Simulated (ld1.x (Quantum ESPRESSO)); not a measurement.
# What one change does to a pseudopotential (As, TM semilocal)

As, norm-conserving Troullier–Martins (semilocal form), made with ld1.x (Quantum ESPRESSO) 7.5 (LDA (PZ), scalar-relativistic). Core [Ar] 3d10, reference 4s2 4p3. Waves: 4s (bound): rc 1.30 bohr; 4d channel at 0.25 Ry: rc 1.80 bohr; 4p (bound): rc 2.15 bohr. Local part: the p channel. Core correction: a·sin(br)/r model core inside 0.60 bohr.

Change: wave 4s (bound): rc 1.30 bohr becomes 4s (bound): rc 1.00 bohr.

Cutoffs: the cutoffs (Ry, on a coarse ladder) from which the occupation-weighted sum of valence levels, in a spherical-Bessel basis at the reference potential, stays within 10 and 1 mRy of its value at 400 Ry; they do not see the model core or the augmentation charge, which bear on the density cutoff. Errors are all-electron minus pseudo energies relative to the spin-unpolarised reference configuration.

Q: How do hardness, ghosts and transferability respond?

A: A bound ghost appears in s, which as a rule spoils a file; of the 9 tests that both files solve, the error grows in 2 and shrinks in 5 by more than 15 % and 0.3 meV (median size 7.6 → 5.8 meV); the range in which the s phases agree narrows (upper end 2.3 → -0.4). A semilocal file is local in each channel, so a ghost entry of none says nothing of the separable form that plane-wave codes build from it.

| quantity | base | changed |
| --- | --- | --- |
| cutoff, loose | 45 Ry | 230 Ry |
| cutoff, tight | 100 Ry | over 300 Ry |
| loose cutoff by channel (10 mRy a level) | s 40 Ry, p 6 Ry | s 200 Ry, p 6 Ry |
| bound ghosts | none | s |
| error for 4s2 4p2, meV [ΔE 9.33 eV] | -2.7 | -1.9 |
| error for 4s2 4p1, meV [ΔE 27.49 eV] | -20 | -11 |
| error for 4s2 4p0, meV [ΔE 55.53 eV] | -88 | -45 |
| error for 4s1 4p4, meV [ΔE 9.48 eV] | -7.6 | -19 |
| error for 4s2 4p3.3, meV [ΔE -1.28 eV] | +0.2 | +0.2 |
| error for 4s1 4p3, meV [ΔE 19.49 eV] | -14 | -5.8 |
| error for 4s0 4p5, meV [ΔE 19.21 eV] | -30 | -168 |
| error for 4s2 4p3 (spin-polarised), meV [ΔE -1.32 eV] | -3.0 | +2.9 |
| error for 4s2 4p2 (spin-polarised), meV [ΔE 8.60 eV] | -5.7 | -0.4 |
| s: phases at 2.36 bohr within 0.05 rad from the reference energy up to (Ry; the scan ends near 5) | 2.3 | -0.4 |
| p: phases at 2.36 bohr within 0.05 rad from the reference energy up to (Ry; the scan ends near 5) | 3.5 | 3.5 |
| d: phases at 2.36 bohr within 0.05 rad from the reference energy up to (Ry; the scan ends near 5) | 0.9 | 0.9 |

 A true bound ghost makes a file unfit for plane-wave use even where its test errors are small: the radial tests pick states by their node count and pass the ghost by.
